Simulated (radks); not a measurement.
Isoelectronic series with 40 electrons, each ion in its NIST ground configuration. Method: Dirac Kohn-Sham, LDA (Slater exchange, Perdew-Wang correlation), spin-unpolarised, spherical densities, finite nucleus; open shells fill j = l - 1/2 first; Fermi nuclear charge, rms radius of each element as measured or else 0.836 A^(1/3) + 0.57 fm; computed with a radial shooting solver on a logarithmic mesh with Libxc functionals. Total energies (hartree) and orbital eigenvalues (eV) (* marks an orbital that is empty in some or all of the ions):

| ion | configuration | E (hartree) | 4d5/2* | 4d3/2 | 5s1/2* | 4p3/2 | 4p1/2 |
|---|---|---|---|---|---|---|---|
| Zr | [Kr] 4d2 5s2 | -3594.98582 | -3.6481 | -3.7774 | -4.5752 | -31.8586 | -33.6625 |
| Nb+ | [Kr] 4d4 | -3815.75613 | -9.4030 | -9.5700 | -9.6903 | -40.3276 | -42.4551 |
| Mo2+ | [Kr] 4d4 | -4044.12552 | -20.8667 | -21.1182 | -17.9577 | -55.9432 | -58.5029 |
| Tc3+ | [Kr] 4d4 | -4279.97144 | -35.1221 | -35.4716 | -27.9691 | -74.3705 | -77.4322 |
| Ru4+ | [Kr] 4d4 | -4523.29642 | -51.7716 | -52.2338 | -39.5200 | -95.1725 | -98.8084 |
| Rh5+ | [Kr] 4d4 | -4774.12218 | -70.6086 | -71.1994 | -52.5024 | -118.1391 | -122.4249 |
| Pd6+ | [Kr] 4d4 | -5032.47115 | -91.5111 | -92.2479 | -66.8515 | -143.1529 | -148.1689 |
| Ag7+ | [Kr] 4d4 | -5298.37470 | -114.4000 | -115.3015 | -82.5253 | -170.1411 | -175.9726 |
| Cd8+ | [Kr] 4d4 | -5571.86260 | -139.2206 | -140.3070 | -99.4949 | -199.0552 | -205.7931 |
| In9+ | [Kr] 4d4 | -5852.97611 | -165.9328 | -167.2258 | -117.7398 | -229.8608 | -237.6017 |
| Sn10+ | [Kr] 4d4 | -6141.74951 | -194.5064 | -196.0290 | -137.2453 | -262.5326 | -271.3798 |
| Sb11+ | [Kr] 4d4 | -6438.22594 | -224.9177 | -226.6949 | -158.0008 | -297.0518 | -307.1150 |
| Te12+ | [Kr] 4d4 | -6742.44553 | -257.1482 | -259.2061 | -179.9989 | -333.4041 | -344.7999 |
| I13+ | [Kr] 4d4 | -7054.46079 | -291.1825 | -293.5493 | -203.2345 | -371.5780 | -384.4305 |
| Xe14+ | [Kr] 4d4 | -7374.31263 | -327.0084 | -329.7137 | -227.7041 | -411.5652 | -426.0059 |
| Cs15+ | [Kr] 4d4 | -7702.0550 | -364.6155 | -367.6909 | -253.4062 | -453.3587 | -469.5273 |
| Ba16+ | [Kr] 4d4 | -8037.7364 | -403.9952 | -407.4740 | -280.3402 | -496.9534 | -514.9977 |
| La17+ | [Kr] 4d4 | -8381.4145 | -445.1401 | -449.0576 | -308.5067 | -542.3452 | -562.4221 |

4d5/2 drops below 5s1/2 between Nb+ and Mo2+. 4d3/2 drops below 5s1/2 between Nb+ and Mo2+.
